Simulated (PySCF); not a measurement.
**Optical rotation: `C[C@H]1CC[Si@H](P)N1`, C$_{4}$H$_{12}$NPSi**

Molfile (atoms numbered from 1):
```
C4H12NPSi
     RDKit          3D

 19 19  0  0  0  0  0  0  0  0999 V2000
   -2.0877    0.8206    0.2054 C   0  0  0  0  0  0  0  0  0  0  0  0
   -1.1503   -0.2784    0.7030 C   0  0  1  0  0  0  0  0  0  0  0  0
   -0.7761   -1.2619   -0.4081 C   0  0  0  0  0  0  0  0  0  0  0  0
    0.3137   -0.6387   -1.2780 C   0  0  0  0  0  0  0  0  0  0  0  0
    1.2614    0.4844   -0.0679 Si  0  0  2  0  0  4  0  0  0  0  0  0
    3.2560   -0.2792    0.6194 P   0  0  0  0  0  0  0  0  0  0  0  0
    0.1116    0.2491    1.1821 N   0  0  0  0  0  0  0  0  0  0  0  0
   -1.6377    1.3356   -0.6386 H   0  0  0  0  0  0  0  0  0  0  0  0
   -2.2724    1.5468    0.9945 H   0  0  0  0  0  0  0  0  0  0  0  0
   -3.0398    0.3959   -0.1030 H   0  0  0  0  0  0  0  0  0  0  0  0
   -1.6428   -0.8127    1.5262 H   0  0  0  0  0  0  0  0  0  0  0  0
   -0.3811   -2.1648    0.0594 H   0  0  0  0  0  0  0  0  0  0  0  0
   -1.6552   -1.5359   -0.9926 H   0  0  0  0  0  0  0  0  0  0  0  0
    0.9153   -1.4113   -1.7508 H   0  0  0  0  0  0  0  0  0  0  0  0
   -0.1284   -0.0461   -2.0766 H   0  0  0  0  0  0  0  0  0  0  0  0
    1.3428    1.8586   -0.6157 H   0  0  0  0  0  0  0  0  0  0  0  0
    3.8873    0.0223   -0.5735 H   0  0  0  0  0  0  0  0  0  0  0  0
    3.6281    0.9261    1.1851 H   0  0  0  0  0  0  0  0  0  0  0  0
    0.0455    0.7990    2.0222 H   0  0  0  0  0  0  0  0  0  0  0  0
  1  2  1  0
  2  3  1  0
  3  4  1  0
  4  5  1  0
  5  6  1  0
  5  7  1  0
  7  2  1  0
  1  8  1  0
  1  9  1  0
  1 10  1  0
  2 11  1  1
  3 12  1  0
  3 13  1  0
  4 14  1  0
  4 15  1  0
  5 16  1  6
  6 17  1  0
  6 18  1  0
  7 19  1  0
M  END
```

The calculation used TDDFT CAM-B3LYP/def2-SVPD circular dichroism and optical rotation, one conformer, gas phase (PySCF 2.14.0). Geometry: GFN2-xTB.

The molecule is flexible and this is one conformer; a measurement averages over conformers.

Stereocentres: C2 S, Si5 S.

(1) Give the optical rotatory dispersion at 633, 589.3, 546, 436, 405, 365, 355 nm.

(2) And for the mirror image at 589.3 nm?

(3) What is the molar rotation [Φ] = [α]·M/100 of the geometry above at 589.3 nm?

Answers

(1) [α] in deg dm⁻¹ (g/mL)⁻¹:
```
λ (nm)  origin-invariant length gauge  modified velocity gauge  length gauge (centre of mass)  isotropic polarisability (au)
   633                          -32.0                    -30.4                          -32.8                          108.0
 589.3                          -38.0                    -36.1                          -38.9                          108.5
   546                          -45.9                    -43.8                          -47.0                          109.0
   436                          -84.2                    -81.3                          -86.3                          111.5
   405                         -105.2                   -102.1                         -107.7                          112.6
   365                         -148.3                   -145.2                         -151.7                          114.6
   355                         -163.8                   -160.7                         -167.5                          115.2
```

(2) +38.0 deg dm⁻¹ (g/mL)⁻¹ (origin-invariant length gauge): the same size and the opposite sign.

(3) With M = 133.21 g/mol, -50.6 deg cm² dmol⁻¹ (origin-invariant length gauge).

The first excitation lies at 5.94 eV (209 nm) with R = -10.3 × 10⁻⁴⁰ esu² cm² (velocity form).
